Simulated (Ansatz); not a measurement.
**Reading a saddle point**

A first-order saddle point of AlNH₆O₃, singlet, PBE0-D4/def2-TZVP, with one imaginary mode of 746i cm⁻¹:

```xyz
11
angstrom
Al 0.0137 -0.3624 0.3026
O 1.0248 -0.0118 -1.2671
O 0.9398 -0.5664 1.7171
O -1.1605 -1.4817 -0.2438
H 0.4603 0.9454 -1.0638
N -0.3942 1.4522 -0.0066
H 0.7442 -0.4520 -2.0739
H 1.3888 -1.3747 1.9510
H -1.6713 -2.0315 0.3455
H -1.3357 1.7175 -0.2586
H -0.0098 2.1654 0.5975
```

Computed with Ansatz 0.2.0 (basis: def2-TZVPP and def2-QZVPP); correlated methods freeze the cores. Extrapolation: Hartree–Fock as exp(−7.88 √X), correlation as X^−2.97.

Q: Which contacts change along the imaginary mode, and what lies on either side? (Judge from chemistry; the calculation decides.)

A: By the calculation: The step is AlH₃O₃ ([OH][Al]([OH])[OH]) + NH₃ → AlNH₄O₂ ([NH2][Al]([OH])[OH]) + H₂O (still joined by a long Al–O bond), with the molecules in contact on both sides. Shortening one way: Al1–N6, O2–H5; lengthening the same way: Al1–O2, H5–N6.
```json
{"pair": "Al1–N6", "one side (Å)": "2.01", "saddle (Å)": "1.89", "other side (Å)": "1.81"}
{"pair": "O2–H5", "one side (Å)": "2.75", "saddle (Å)": "1.13", "other side (Å)": "0.97"}
{"pair": "Al1–O2", "one side (Å)": "1.72", "saddle (Å)": "1.90", "other side (Å)": "1.98"}
{"pair": "H5–N6", "one side (Å)": "1.01", "saddle (Å)": "1.45", "other side (Å)": "2.30"}
```

Q: Which side is lower, and how far does the saddle lie above each? (Judge from chemistry; the value comes from the calculation.)

A: By the calculation: The side with Al1–O2, H5–N6 short is lower by 21.73 kcal/mol; the saddle lies 26.79 kcal/mol above it and 5.06 kcal/mol above the other (CCSD(T) at an estimated basis limit (MP2 extrapolated from triple and quadruple zeta, plus CCSD(T) − MP2 in triple zeta); electronic energies).

The T1 diagnostic stays at or below 0.012.

Labels in which every atom is bracketed show which atoms are joined, not bond orders.

For scale, one of the runs: CCSD(T)/def2-TZVPP, 250 basis functions, launched by `ansatz run in.yaml --threads 8 --pin off --events-out ev --progress --plain --max-ram 19148MiB`. Hardware: 8 CPU threads of an Arm Neoverse V2, shared host. Wall time 93 s; peak host memory 5.6 GiB.
